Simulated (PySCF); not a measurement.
NaBi: one state, many levels of theory

State: ³Σ⁻ (triplet), unpaired electrons π ↑↑. Set-up: Na def2-SVP, Bi def2-SVP with ECP60; scalar-relativistic core potentials (PySCF 2.14). De refers to Na + Bi in their high-spin ground configurations, without counterpoise correction. The functionals are run spin-unrestricted. A positive dipole means Na(−)Bi(+).

```tsv
Level	Re (Å)	ωe (cm⁻¹)	De (eV)	μ (D)
ROHF	3.024	191	0.080	-7.81
ROHF-MP2	3.028	189	0.69	n/a
ROHF-SCS-MP2	3.036	186	0.68	n/a
ROHF-CCSD	3.057	177	0.75	n/a
ROHF-CCSD(T)	3.063	174	0.79	n/a
PBE	3.007	180	1.22	-5.44
BLYP	3.013	179	1.27	-5.15
BP86	3.010	180	1.25	-5.73
r²SCAN	3.013	180	1.14	-6.24
r²SCANh	3.006	182	1.12	-6.40
PBE0	2.991	186	1.10	-6.18
ωB97X	2.966	198	1.53	-7.45
```

(1) Which functional lies closest to ROHF-CCSD(T) in De, which farthest, and by how much do they differ from it?

(2) What does a quarter of exact exchange do here, going from PBE to PBE0?

(3) What does all correlation do here, going from ROHF to ROHF-CCSD(T)?

Correlated steps freeze 5 core orbitals. Correlated levels converge slowly with the basis: in double zeta they bind strong bonds too weakly, by up to about 1 eV, and carry superposition errors of some tenths. These are scalar-relativistic numbers at best; spin–orbit coupling would shift them, the dissociation energy most. The state is the lowest determinant that a PBE0 search found; another state may lie lower at other levels.

The whole job (state search and all levels along the bond) took about 1.2 min on 1 thread of Intel Xeon 6975P-C (shared host), peak memory 0.46 GiB.

## Answers

(1) Closest is PBE0 (-7.2 pm in Re, +6.9 % in ωe, +0.31 eV in De against ROHF-CCSD(T) in the same basis), farthest ωB97X (-9.7 pm in Re, +13.8 % in ωe, +0.74 eV in De). CCSD(T) converges more slowly with the basis than the functionals do and binds too weakly in this one, so the order can change at the basis-set limit.

(2) PBE0 less PBE: -1.6 pm in Re, +3.3 % in ωe, -0.12 eV in De. Exact exchange removes part of the self-interaction that spreads semilocal densities, and in most molecules shortens and stiffens the bond and lowers De; so it does here.

(3) ROHF-CCSD(T) less ROHF: +3.9 pm in Re, -8.9 % in ωe, +0.71 eV in De. Correlation nearly always deepens the well. The bond lengthens, as in strong covalent bonds, where excitations into antibonding orbitals dominate.
